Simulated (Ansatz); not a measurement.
Molecule: NbO₂Cl, net charge 0, singlet state. SMILES: [O]=[Nb](=[O])[Cl]
Geometry from a B3LYP-D3(BJ)/def2-TZVP (Ansatz, an electronic-structure program) optimisation:
```
Nb
O 1 1.7141
O 1 1.7141 2 107.05
Cl 1 2.3405 2 114.10 3 127.23
```
Charge 0, spin multiplicity 1.

Wanted: atomisation energy, in kcal/mol. Conventions: no spin-orbit coupling; def2 sets with scalar-relativistic core potentials past Kr; LANL2DZ with its own core potentials from Na on; UHF or UKS for open shells; 6-31G* and kin with 6d, 5d where marked; atomisation electronic, to ground-state atoms; no dispersion term unless named. Ab initio and DFT rows: single points at B3LYP-D3(BJ) geometries (Ansatz).

| species | coefficient | E at B3LYP/6-31G* with LANL2DZ past Ar (Ansatz), Eh | E at wB97X-V/def2-TZVPD (Ansatz), Eh |
|---|---|---|---|
| [O]=[Nb](=[O])[Cl] | -1 | -667.06972 | -667.68908 |
| Cl atom | +1 | -460.13624 | -460.08005 |
| Nb atom | +1 | -56.16316 | -56.76635 |
| O atom | +2 | -75.06062 | -75.06921 |

 1 Eh = 627.5095 kcal/mol.

Compute it at each level from the table.


- B3LYP/6-31G* with LANL2DZ past Ar: the sum of coefficient times E is 0.64908 Eh, or 407.30 kcal/mol. Result: 407.3 kcal/mol.
- wB97X-V/def2-TZVPD: the sum of coefficient times E is 0.70426 Eh, or 441.93 kcal/mol. Result: 441.9 kcal/mol.
